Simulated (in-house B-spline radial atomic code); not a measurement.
A run on Rh (an excited or competing configuration) that did not converge. Method: scalar-relativistic (X2C) B3LYP, spin-polarised, spherical fractional occupations, Fermi nucleus of rms radius 4.4945 fm; computed with an all-electron radial atomic-structure program (B-spline basis). In the input, 2p2,3 would mean two up and three down electrons.

Command:
```bash
python run_scf.py task.json out
```
Settings (nuclear radius in fm, mass in u):
```
Z                45
configuration    1s2 2s2 2p6 3s2 3p6 3d10 4s2 4p6 4d3,5 6f0,1
hamiltonian      x2c
method           b3lyp
spin_polarised   True
nucleus          fermi
rms_radius       4.4945
atomic_mass      102.90549
speed_of_light   137.035999084
```

First and last ten iterations of the last attempt (damped for 15 steps, keeping 80 % of the old Fock matrix, then DIIS):
```
 iter        energy (Eh)    residual
    1       -4780.162805    4.34e-01
    2       -4780.383798    2.65e-01
    3       -4782.056379    1.70e-01
    4       -4782.836695    1.03e-01
    5       -4783.172233    6.02e-02
    6       -4783.305837    3.55e-02
    7       -4783.355562    2.09e-02
    8       -4783.373313    1.20e-02
    9       -4783.379659    7.25e-03
   10       -4783.382064    4.82e-03
  111       -4783.384091    6.27e-07
  112       -4783.384091    6.22e-07
  113       -4783.384091    6.27e-07
  114       -4783.384091    6.15e-07
  115       -4783.384091    7.36e-07
  116       -4783.384091    7.33e-07
  117       -4783.384091    7.24e-07
  118       -4783.384091    7.10e-07
  119       -4783.384091    8.62e-07
  120       -4783.384091    8.39e-07
 not converged after 120 iterations
```

The smallest residual met was 6.1e-07; the threshold is about 4e-07. Over the last five steps the energy moves by less than 1e-08 hartree, but the orbitals didn't meet the threshold. Cost of the run: 4.2 s on 1 thread of Arm Neoverse V2, on a shared host.
